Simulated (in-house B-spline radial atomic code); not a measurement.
wB97X excitations of Be²⁺

Method: wB97X. Computed with an all-electron radial atomic-structure program (B-spline basis): linear response of the closed shell 1s2 with the functional's adiabatic kernel; non-relativistic, point nucleus, no spin-orbit coupling, no double excitations, S, P, D and F terms only.

Command:
```bash
python run_td.py task.json out
```
Settings (radii: box in bohr, nucleus in fm):
```
Z                        4
electrons                2
configuration            1s2
hamiltonian              nr
method                   wb97x
box_radius               29.48
intervals                47
```

Run time, properties included: 0.2 s on 1 thread of Intel(R) Xeon(R) Platinum 8488C (Sapphire Rapids), with other jobs on the host.

The lowest states, in the order of their Tamm-Dancoff energies; the method's threshold (minus the highest occupied level) is 139.76 eV. Labels give the largest channel, * marks a mixed state, and oscillator strengths are full-response dipole values. Semilocal kernels can invert the small singlet-triplet splittings of Rydberg terms. Energies in eV:

```tsv
state	full response	Tamm-Dancoff	oscillator strength
1s → 2s 3S	111.45	111.49	-
1s → 2s 1S	114.28	114.34	-
1s → 2p 3P	115.42	115.46	-
1s → 2p 1P	116.90	116.93	0.364
1s → 3s 3S	126.61	126.62	-
1s → 3s 1S	?	?	-
1s → 3d 3D	127.62	127.62	-
1s → 3p 3P	127.65	127.66	-
1s → 3d 1D	127.85	127.85	-
1s → 3p 1P	128.03	128.05	0.121
1s → 4s 3S	132.25	132.26	-
1s → 4f 3F	?	?	-
1s → 4f 1F	132.38	132.38	-
1s → 4s 1S	132.57	132.58	-
1s → 4d 3D	132.66	132.66	-
1s → 4p 3P	132.68	132.68	-
1s → 4d 1D	132.76	132.76	-
1s → 4p 1P	132.85	132.85	0.0523
```

Q: Where does 1s → 3s 1S lie?

A: At 127.35 eV in full response, 127.37 eV in Tamm-Dancoff.

Q: Where does 1s → 4f 3F lie?

A: At 132.35 eV in full response, 132.35 eV in Tamm-Dancoff.

Q: How large is the singlet-triplet splitting of 1s → 2s (S terms) in Tamm-Dancoff?

A: 2.85 eV, from the unrounded values.

Q: What polarisabilities and dispersion coefficient does the method give?

A: Dipole 0.05381 bohr³, quadrupole 0.01634 bohr⁵, C6 0.01164 hartree·bohr⁶ for two such species.
